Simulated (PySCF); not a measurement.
C₇H₄ClN.
SMILES: `C=C1C=C(Cl)C=C1C#N`

A PySCF run (density fitting, gas phase, GFN2-xTB geometry) gave HOMO -5.97 eV, LUMO -3.69 eV, dipole 3.56 D.

Problem. Which of these levels was it?
A. OLYP/Sadlej pVTZ
B. PBE0/pcSseg-1
C. HF/6-31G*
D. wB97X-D/def2-SVPD

Solution. A. It is OLYP/Sadlej pVTZ. All candidates on this geometry:

```json
{"level and settings": "OLYP/Sadlej pVTZ", "kind": "GGA", "basis functions": "260", "SCF cycles": "18", "E (Eh)": "-784.0298", "HOMO (eV)": "-5.97", "LUMO (eV)": "-3.69", "dipole (D)": "3.56"}
{"level and settings": "PBE0/pcSseg-1", "kind": "global hybrid", "basis functions": "180", "SCF cycles": "14", "E (Eh)": "-783.4427", "HOMO (eV)": "-7.17", "LUMO (eV)": "-3.10", "dipole (D)": "3.50"}
{"level and settings": "wB97X-D/def2-SVPD", "kind": "range-separated hybrid", "basis functions": "219", "SCF cycles": "14", "E (Eh)": "-783.5470", "HOMO (eV)": "-8.94", "LUMO (eV)": "-1.44", "dipole (D)": "3.54"}
{"level and settings": "HF/6-31G*", "kind": "Hartree–Fock", "basis functions": "138", "SCF cycles": "13", "E (Eh)": "-781.2766", "HOMO (eV)": "-9.06", "LUMO (eV)": "0.72", "dipole (D)": "3.57"}
```

The nearest other candidate, by the summed differences of HOMO and LUMO, is PBE0/pcSseg-1: its HOMO differs by -1.20 eV and its LUMO by +0.59 eV. wB97X-D ran without the empirical dispersion term, which would shift the total energy alone. Cycle counts include a coarse-grid stage where the run had one. All basis functions are spherical, in the Pople sets too. At HF/6-31G* the closed-shell solution lies near or past a triplet instability.
